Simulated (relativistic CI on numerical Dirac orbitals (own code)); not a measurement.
Dy⁺: what numerical and physical settings do to a radial Dirac CI calculation

Reference input:

```
atom Dy  Z=66  charge=1  electrons=65
nucleus A=164  rms_radius_fm=5.2218
hamiltonian dirac-coulomb  breit=on  qed=on  c_scale=1
orbitals kli  potential=per-configuration
slater_scale 1
correlation none
mixing on
grid step=0.0125 r_max=129.7
scf mixing=0.4 start=green max_iterations=150 tolerance=2e-08 node_fill=0.05
configurations
  [Xe] 4f10 6s
  [Xe] 4f9 6s2
  [Xe] 4f11
end
```

Computed lowest total energy -12142.26824 Ha, first excitation 3428.4 cm⁻¹, 46 SCF steps. Runs with settings changed; * marks those that are bad on purpose (the QED terms keep the true α when c is scaled):

```csv
Changed,Outcome,Lowest level,ΔE (Ha),First excitation (cm⁻¹),SCF steps,Message
"start potential thomas-fermi, grid step 0.008, SCF tolerance 1e-10",converged,4f9 6s2 6H°_15/2,-0.000109,3428.4,91,
"Breit term off, end of the grid at 90.79 bohr, QED terms off",converged,4f9 6s2 6H°_15/2,-19.3,3543.8,46,
"iteration limit 30, speed of light × 2",converged,4f10 6s 6I_17/2,390,711.0,38,
QED terms off,converged,4f9 6s2 6H°_15/2,-7.75,3410.9,46,
SCF mixing 1.3 *,converged,4f9 6s2 6H°_15/2,-3.39e-09,3428.4,55,
speed of light × 0.4 *,not converged,,,,1,SCF of 1s2 2s2 2p6 3s2 3p6 3d10 4s2 4p6 4d10 4f10 5s2 5p6 6s stopped: an orbital could not be found
```

With so few configurations and no correlation the model can put configurations in the wrong order; the tabulated ground configuration is [Xe] 4f10 6s.
